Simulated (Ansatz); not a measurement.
Ca5Si3⁺. Total charge 1; doublet. Geometry PBE-D4/def2-SVP; atoms count from 1.

```xyz
8

Ca   -1.148    3.039    1.651
Ca    2.036   -2.939   -3.219
Ca   -2.292    0.505    3.319
Ca    1.671   -0.571    0.094
Ca   -1.103   -0.707   -2.106
Si    1.578   -0.368   -2.765
Si    0.429    0.727    2.360
Si   -1.170    0.315    0.666
```

The charge 1 doublet is spin-contaminated (final ⟨S²⟩ up to 1.02, 0.75 for a pure state). Another isomer (doublet) lies 2.38 eV lower at PBE0-D4/def2-TZVP; other spin states weren't run for this one.

Q: Estimate the Mulliken populations from the PBE0/def2-TZVP orbitals of Ansatz.

A: 
```json
{"atom": "Ca1", "charge (e)": "0.64", "spin (α − β)": "0.34"}
{"atom": "Ca2", "charge (e)": "0.49", "spin (α − β)": "0.00"}
{"atom": "Ca3", "charge (e)": "0.61", "spin (α − β)": "0.56"}
{"atom": "Ca4", "charge (e)": "0.68", "spin (α − β)": "0.01"}
{"atom": "Ca5", "charge (e)": "0.63", "spin (α − β)": "-0.01"}
{"atom": "Si6", "charge (e)": "-0.73", "spin (α − β)": "0.06"}
{"atom": "Si7", "charge (e)": "-0.55", "spin (α − β)": "-0.01"}
{"atom": "Si8", "charge (e)": "-0.77", "spin (α − β)": "0.04"}
```
Mulliken values and Mayer orders depend strongly on the basis.

Q: Where does the spin sit?

A: Summed by element: Ca 0.90, Si 0.10, of 1 unpaired in all. Largest on single atoms: Ca3 0.56, Ca1 0.34, Si6 0.06.

Q: And the Mayer bond orders between bonded heavy atoms (over 0.3)?

A: Ca1–Ca3 0.64 (3.24 Å); Ca1–Si7 0.60 (2.89 Å); Ca1–Si8 0.56 (2.90 Å); Ca2–Ca5 0.37 (4.01 Å); Ca2–Si6 1.44 (2.65 Å); Ca3–Si7 0.61 (2.89 Å); Ca3–Si8 0.56 (2.89 Å); Ca4–Si6 0.77 (2.87 Å); Ca4–Si7 0.50 (2.89 Å); Ca5–Si6 0.98 (2.78 Å); Ca5–Si8 0.54 (2.95 Å); Si7–Si8 1.20 (2.37 Å).
